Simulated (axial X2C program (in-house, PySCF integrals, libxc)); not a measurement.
## Bond lengths and stretching modes, held linear, of ClGaCl

Calculated with an in-house all-electron X2C program for linear molecules (integrals from PySCF): two-component X2C with atomic mean-field Coulomb and Gaunt terms, Gaussian nuclei, basis Cl dyall-av3z, Ga dyall-v3z with contracted cores. Spin-free rows use the one-electron spin-free X2C Hamiltonian.

Masses Cl 34.969, Ga 68.926, Cl 34.969 u. States: 2c Ω = 1/2 (beyond evenly filled blocks: ω = 1/2); spin-free M_S = 1/2, Λ = 0 (beyond evenly filled blocks: σα).

PBE0, spin-free: energies above the lowest point

```
r(Cl–Ga) (Å)  r(Ga–Cl) (Å)  E (meV)
      2.1889        2.1889    31.79
      2.1889        2.2450    13.48
      2.1889        2.3011    23.29
      2.2450        2.1889    13.48
      2.2450        2.2450     0.00
      2.2450        2.3011    14.42
      2.2450        2.3573    50.13
      2.3011        2.1889    23.29
      2.3011        2.2450    14.42
      2.3011        2.3011    33.24
      2.3573        2.2450    50.13
      2.3573        2.3573   116.95
```

Question: Fit a quadratic surface with cubic terms in each bond: where is the minimum, and what are the two stretching wavenumbers?

Answer: At PBE0, spin-free: bonds 2.242 and 2.242 Å; harmonic stretches 283.1 and 343.3 cm⁻¹; force constants 1.43, 1.43 and coupling 0.22 mdyn/Å.

The other levels and Hamiltonians give:

```
Hamiltonian  level  r(Cl–Ga) (Å)  r(Ga–Cl) (Å)  lower stretch (cm⁻¹)  upper stretch (cm⁻¹)
         2c   PBE0         2.243         2.243                 282.9                 343.2
         2c     HF         2.261         2.261                 287.0                 326.8
         2c    PBE         2.266         2.266                 269.2                 331.1
         2c    MP2         2.223         2.223                 299.3                 366.9
  spin-free     HF         2.260         2.260                 287.2                 327.0
  spin-free    PBE         2.265         2.265                 269.3                 331.3
  spin-free    MP2         2.223         2.223                 299.4                 367.0
```

Each state is one determinant, the lowest of a limited PBE0 search; the stretches come from a fit to these few points and carry an uncertainty of a few per cent. Other orders of the atoms were not compared. MP2 freezes inner shells (threshold -2 hartree). The molecule was held linear; bending was not examined, so a bent shape may lie lower.
